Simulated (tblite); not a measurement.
C3H9BOSi.
Atom-mapped SMILES: `[BH2:1][O:2][SiH2:3][C:4](=[CH2:5])[CH3:6]` (hydrogens: H7, H8 on B1; H9, H10 on Si3; H11, H12 on C5; H13, H14, H15 on C6)

Computed with GFN2-xTB (tblite), gas phase: Langevin dynamics at 400 K from the optimised GFN2-xTB geometry, time step 0.5 fs, friction 0.01 fs⁻¹, 2000 steps.

Start geometry:
```
atom  x, y, z in Å
B1      2.889    0.933   -0.192
O2      1.777    0.476    0.329
Si3     0.648   -0.623    0.687
C4     -0.956   -0.075   -0.148
C5     -1.031    0.980   -0.950
C6     -2.165   -0.910    0.154
H7      3.146    2.075   -0.058
H8      3.617    0.214   -0.782
H9      0.574   -0.568    2.150
H10     1.018   -1.972    0.233
H11    -0.166    1.584   -1.169
H12    -1.955    1.284   -1.419
H13    -3.047   -0.536   -0.363
H14    -1.993   -1.942   -0.145
H15    -2.360   -0.911    1.226
```

The statistics below take the 31 frames saved every 25 fs from 250 to 1000 fs; their kinetic temperature (all 3N coordinates) averages 385 K.

Problem. Give the mean, spread and extremes of the bond lengths.

Solution. 
```tsv
bond	start (Å)	mean (Å)	standard deviation (Å)	shortest (Å)	longest (Å)
B1–O2	1.311	1.322	0.021	1.292	1.362
O2–Si3	1.616	1.622	0.032	1.558	1.673
Si3–C4	1.889	1.899	0.044	1.811	1.985
C4=C5	1.327	1.329	0.021	1.289	1.379
C4–C6	1.500	1.508	0.047	1.436	1.639
B1–H7	1.179	1.189	0.050	1.110	1.301
B1–H8	1.181	1.188	0.053	1.101	1.330
Si3–H9	1.465	1.476	0.039	1.413	1.583
Si3–H10	1.471	1.477	0.051	1.362	1.581
C5–H11	1.078	1.081	0.026	1.025	1.138
C5–H12	1.081	1.083	0.037	1.022	1.161
C6–H13	1.088	1.093	0.039	1.023	1.173
C6–H14	1.089	1.095	0.031	1.033	1.164
C6–H15	1.089	1.097	0.033	1.031	1.168
```

Problem. How far does each atom move about its mean position (frames aligned on the start, all atoms weighted alike), and what rms force does it feel?

Solution. 
```csv
atom,rms displacement (Å),rms force (eV/Å)
B1,0.28,1.68
O2,0.35,1.49
Si3,0.28,1.90
C4,0.17,2.20
C5,0.39,1.95
C6,0.29,2.35
H7,0.83,1.08
H8,0.77,1.15
H9,0.55,0.65
H10,0.50,0.94
H11,0.67,0.95
H12,0.40,1.24
H13,0.86,1.29
H14,0.73,1.13
H15,0.95,1.07
```

The displacements run from 0.17 to 0.95 Å, the largest at H15.

Problem. Follow the torsions B1–O2–Si3–C4 and O2–Si3–C4–C5 through every second one of these frames.

Solution. 
```json
{"t (fs)": "250", "B1–O2–Si3–C4 (°)": "-107", "O2–Si3–C4–C5 (°)": "-14"}
{"t (fs)": "300", "B1–O2–Si3–C4 (°)": "-154", "O2–Si3–C4–C5 (°)": "-29"}
{"t (fs)": "350", "B1–O2–Si3–C4 (°)": "-120", "O2–Si3–C4–C5 (°)": "-20"}
{"t (fs)": "400", "B1–O2–Si3–C4 (°)": "-108", "O2–Si3–C4–C5 (°)": "-5"}
{"t (fs)": "450", "B1–O2–Si3–C4 (°)": "-120", "O2–Si3–C4–C5 (°)": "9"}
{"t (fs)": "500", "B1–O2–Si3–C4 (°)": "168", "O2–Si3–C4–C5 (°)": "1"}
{"t (fs)": "550", "B1–O2–Si3–C4 (°)": "93", "O2–Si3–C4–C5 (°)": "-5"}
{"t (fs)": "600", "B1–O2–Si3–C4 (°)": "63", "O2–Si3–C4–C5 (°)": "12"}
{"t (fs)": "650", "B1–O2–Si3–C4 (°)": "-95", "O2–Si3–C4–C5 (°)": "24"}
{"t (fs)": "700", "B1–O2–Si3–C4 (°)": "-116", "O2–Si3–C4–C5 (°)": "58"}
{"t (fs)": "750", "B1–O2–Si3–C4 (°)": "-49", "O2–Si3–C4–C5 (°)": "48"}
{"t (fs)": "800", "B1–O2–Si3–C4 (°)": "13", "O2–Si3–C4–C5 (°)": "46"}
{"t (fs)": "850", "B1–O2–Si3–C4 (°)": "-77", "O2–Si3–C4–C5 (°)": "37"}
{"t (fs)": "900", "B1–O2–Si3–C4 (°)": "-60", "O2–Si3–C4–C5 (°)": "45"}
{"t (fs)": "950", "B1–O2–Si3–C4 (°)": "-12", "O2–Si3–C4–C5 (°)": "32"}
{"t (fs)": "1000", "B1–O2–Si3–C4 (°)": "62", "O2–Si3–C4–C5 (°)": "-8"}
```

Largest departure from the start value over all these frames: B1–O2–Si3–C4 180° (start -117°), O2–Si3–C4–C5 53° (start 5°).

The run is classical and short, so these are rough statistics of one trajectory.

The cost below is that of the whole dynamics run. Time: 10 s; peak memory 0.18 GiB. Hardware: one thread, Intel Xeon Platinum 8488C (x86_64), no GPU, shared host.
